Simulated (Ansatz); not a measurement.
Species: CH3Cd, net charge 0, doublet state. The spin state was set by rule; other spins were not relaxed. SMILES of the parent species: [CH3][Cd]
Coordinates optimised at B3LYP-D3(BJ)/def2-TZVP (Ansatz, a quantum-chemistry and plane-wave program):
```xyz
5

Cd    -0.2672    -0.1624    -0.2208
C      1.3565     0.8246     1.1208
H      1.8611     0.0049     1.6242
H      0.8183     1.4743     1.8051
H      2.0072     1.3699     0.4431
```
Charge 0, spin multiplicity 2.

Property: atomisation energy (electronic, to ground-state atoms), in kcal/mol. Valence correlation only, unless marked. Open shells are spin-unrestricted. No spin-orbit coupling. Frozen are the shells of the preceding noble gas and the d and f shells that filled before the atom's block. Past Kr the def2 sets carry scalar-relativistic core potentials. STO-3G rows are all-electron and non-relativistic. The coupled-cluster limit lacks core correlation, which all-electron functionals hold. Basis-set limits of correlation are two-point, X^-3; Hartree-Fock from the larger set. [CCSD(T)-MP2]/basis is that difference in the basis named.

| level | program | atomisation energy (kcal/mol) |
|---|---|---|
| HF/def2-SVP | Ansatz | 242.7 |
| SVWN5/def2-TZVPD | Ansatz | 359.5 |

Estimate the value at RI-MP2/CBS(def2-TZVPPD,def2-QZVPPD)+[CCSD(T)-MP2]/def2-TZVPPD as computed with Ansatz.

315.6 kcal/mol, so SVWN5/def2-TZVPD differs from it by 43.9 kcal/mol.
